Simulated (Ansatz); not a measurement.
Consider the redistribution: `[OH][Ge]([OH])([OH])[Cl]` + `[F][GaH][SH]` → `[OH][Ge]([OH])([F])[Cl]` + `[OH][GaH][SH]`.

Calculated with Ansatz (gas phase, PBE0-D4/def2-TZVP geometries, no zero-point term in ΔE). CCSD(T)/CBS adds triple-zeta CCSD(T) − MP2 to the extrapolated MP2 energy (def2 sets, frozen cores). For Ga, Ge outer-core shells are correlated without core-valence functions, which leaves a few kJ/mol of doubt a bond. Scalar relativity is left out up to krypton. Each species was taken in one conformer, which may not be the lowest.

`[OH][Ge]([OH])([OH])[Cl]`:

Cartesian coordinates in Å:
```
O 0.463 1.486 0.767
Ge 0.036 -0.019 -0.011
O -0.828 -1.025 1.125
O -0.998 0.320 -1.378
Cl 1.811 -1.029 -0.672
H 1.001 2.057 0.212
H -0.280 -1.329 1.853
H -1.205 -0.462 -1.897
```

`[F][GaH][SH]`:

Cartesian coordinates in Å:
```
F 0.280 -1.559 0.800
Ga 0.653 -0.037 0.009
S -1.125 1.098 -0.550
H 2.137 0.342 -0.209
H -1.944 0.155 -0.051
```

`[OH][Ge]([OH])([F])[Cl]`:

```xyz
7

O    -1.376   -0.994    0.082
Ge    0.124   -0.184   -0.256
O     0.132    1.350    0.580
F     1.465   -1.096    0.322
Cl    0.365   -0.039   -2.345
H    -1.719   -0.770    0.953
H     1.010    1.733    0.664
```

`[OH][GaH][SH]`:

Z-matrix (Å, degrees):
```
Ga
S 1 2.188
O 1 1.786 2 112.6
H 1 1.554 2 124.3 3 180.0
H 2 1.345 1 92.3 3 -0.0
H 3 0.959 1 114.2 2 179.9
```

| species | CCSD(T)/CBS(def2) energy (Eh) |
| --- | --- |
| `[OH][Ge]([OH])([OH])[Cl]` | -2763.35270 |
| `[F][GaH][SH]` | -2422.78377 |
| `[OH][Ge]([OH])([F])[Cl]` | -2787.37707 |
| `[OH][GaH][SH]` | -2398.75721 |

(1) Work out ΔE.

Largest T1 diagnostic among the species: 0.014.

Answers

(1) ΔE = (-2787.37707) + (-2398.75721) − (-2763.35270) − (-2422.78377) = 0.00219 Eh = +5.7 kJ/mol.

In def2-TZVPP, CCSD(T) changes the Hartree–Fock value by −4.0 kJ/mol (the triples alone add −0.4 kJ/mol) and MP2 by −4.3 kJ/mol.
